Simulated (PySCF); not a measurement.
A PySCF script (with the pyscf-properties extension) for the NMR shieldings of SMILES CC1=C[C@@H]1[Si@H](BF)C(C)C, C$_{7}$H$_{14}$BFSi, on a GFN2-xTB geometry:

```python
import basis_set_exchange as bse
import numpy as np
from pyscf import gto, dft
from pyscf.prop import nmr

atoms = """
C     3.787759   -0.123234    0.277212
C     2.495078    0.237890    0.860460
C     1.670356    0.379332    1.849582
C     1.113306    0.722295    0.482472
Si   -0.120898   -0.418913   -0.415627
B     0.408989   -0.599199   -2.310880
F     1.272887   -1.535716   -2.656152
C    -1.864704    0.357412   -0.193984
C    -2.216839    0.559137    1.276277
C    -2.933146   -0.488503   -0.881911
H     3.643291   -0.895310   -0.479235
H     4.469973   -0.490896    1.042040
H     4.234581    0.742810   -0.212688
H     1.430062    0.325861    2.881547
H     1.022859    1.786076    0.247229
H    -0.121547   -1.687031    0.349921
H     0.084472    0.091121   -3.211566
H    -1.865762    1.343138   -0.673277
H    -2.234491   -0.395429    1.796830
H    -3.197811    1.021644    1.380886
H    -1.482949    1.197911    1.760250
H    -2.721499   -0.586850   -1.945275
H    -3.918905   -0.038078   -0.768547
H    -2.966799   -1.485704   -0.448007
"""
names = dict.fromkeys(["C", "Si", "B", "F", "H"], "pcSseg-1")
basis = {el: gto.basis.parse(bse.get_basis(n, elements=[el], fmt="nwchem")) for el, n in names.items()}
mol = gto.M(atom=atoms, basis=basis, charge=0, verbose=0)
mf = dft.RKS(mol, xc="PBE0")
mf.grids.level = 2
mf.grids.alignment = dft.numint.BLKSIZE   # the property module wants whole blocks of grid points
mf.conv_tol = 1e-9
mf.kernel()

calc = nmr.RKS(mf)   # GIAO
C = mf.mo_coeff
Co = C[:, mf.mo_occ > 0]
resp = mf.gen_response(singlet=True, hermi=2)
def vind(x):   # induced exchange potential for any number of trial vectors
    d = np.einsum("pi,xij,qj->xpq", C, 2 * x.reshape(-1, C.shape[1], Co.shape[1]), Co, optimize=True)
    return np.einsum("xpq,pi,qj->xij", resp(d - d.transpose(0, 2, 1)), C, Co, optimize=True).ravel()
mo1, _ = nmr.rhf.solve_mo1(calc, with_cphf=vind)
sigma = calc.kernel(mo1)
for i, s in enumerate(sigma):   # ppm
    print("%2d %-2s %9.2f" % (i, mol.atom_pure_symbol(i), np.trace(s) / 3))
```

Question: What does it print?

Answer: 
```
 0 C     171.60
 1 C      58.79
 2 C      75.57
 3 C     177.62
 4 Si    373.56
 5 B      23.94
 6 F     111.18
 7 C     169.34
 8 C     164.72
 9 C     163.89
10 H      29.38
11 H      29.13
12 H      29.49
13 H      24.95
14 H      31.09
15 H      28.82
16 H      25.02
17 H      30.51
18 H      30.92
19 H      30.44
20 H      29.89
21 H      30.47
22 H      30.37
23 H      30.89
```

These numbers come from an equivalent density-fitted implementation of the same equations, which agrees with the script to about 0.01 ppm for H and up to a few tenths of a ppm for heavy atoms, so last digits may differ.

Size and cost of the density-fitted run: 247 basis functions, 120 s wall time on 1 thread of an Arm Neoverse V1, shared host; peak memory 1.1 GiB.
